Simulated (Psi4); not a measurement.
A dimer, HBr ··· CH3F (SMILES Br and CF); the first 2 atoms form monomer A.

```
7

Br     0.7124     0.0000     0.0000
H     -0.7124     0.0000     0.0000
C     -8.7546    -0.0716    -0.0493
F     -7.3654    -0.0480    -0.0327
H     -9.1049     0.4639    -0.9326
H     -9.0874    -1.1098    -0.0828
H     -9.1249     0.4128     0.8550
```

Question: What interaction energy does SAPT0/jun-cc-pVDZ, frozen core run with Psi4 give, and which attractive term is the largest?

Answer: Total -0.91 kJ/mol: electrostatics -0.88, exchange 0.00, induction -0.01, dispersion -0.02. The most attractive term is electrostatics.
